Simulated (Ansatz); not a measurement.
**Energy profile**

The step: SnH₄S ([SH][SnH3]) + HBr → SnH₃Br ([Br][SnH3]) + H₂S; bonds formed: Sn1–Br7, S2–H6; bonds broken: Sn1–S2, H6–Br7 (atoms numbered as in the saddle structure below).

```
atom    x (Å)    y (Å)    z (Å)
 Sn1  -0.7344  -0.6625  -0.2771
  S2   1.4532   0.0867   1.0346
  H3  -0.3286  -1.5337  -1.6708
  H4  -0.9505  -1.8187   0.9925
  H5  -2.0783   0.3677  -0.1860
  H6   1.4304   1.0309  -0.0568
 Br7   0.4510   1.6242  -1.6793
  H8   0.7572   0.9055   1.8428
```

Electronic energies by CCSD(T) at an estimated basis limit (MP2 extrapolated from triple and quadruple zeta, plus CCSD(T) − MP2 in triple zeta), on PBE0-D4/def2-TZVP structures; SnH5SBr, closed shell; no counterpoise correction. Ansatz 0.2.0; basis: def2-TZVPP and def2-QZVPP; cores frozen in the correlated methods. Filled d shells of the heavier atoms are correlated. Core potentials replace the inner electrons of the atoms past krypton. The def2 sets are not built for correlating such inner shells, so the correlated values are less sure here. Extrapolation: Hartree–Fock as exp(−7.88 √X), correlation as X^−2.97.

Q: Give the profile in kcal/mol, counted from the separated reactants. (An estimate is asked for; the value comes from the calculation.)

A: By the calculation:
```tsv
point	kcal/mol
separated: SnH4S (linked as [SH][SnH3]; Sn1, S2, H3, H4, H5, H8; singlet) + HBr (H6, Br7; singlet)	0.00
start structure	-4.08
saddle	12.18
end structure	-14.50
separated: SnH3Br (linked as [Br][SnH3]; Sn1, H3, H4, H5, Br7; singlet) + H2S (S2, H6, H8; singlet)	-11.27
```

The T1 diagnostic stays at or below 0.013.

For scale, one of the runs: CCSD(T)/def2-TZVPP, 210 basis functions, launched by `ansatz run in.yaml --threads 4 --pin off --events-out ev --progress --plain --max-ram 9574MiB`. The run took 2.4 min on 4 CPU threads of an Arm Neoverse V1 (shared host), with 3.1 GiB of host memory at its peak.
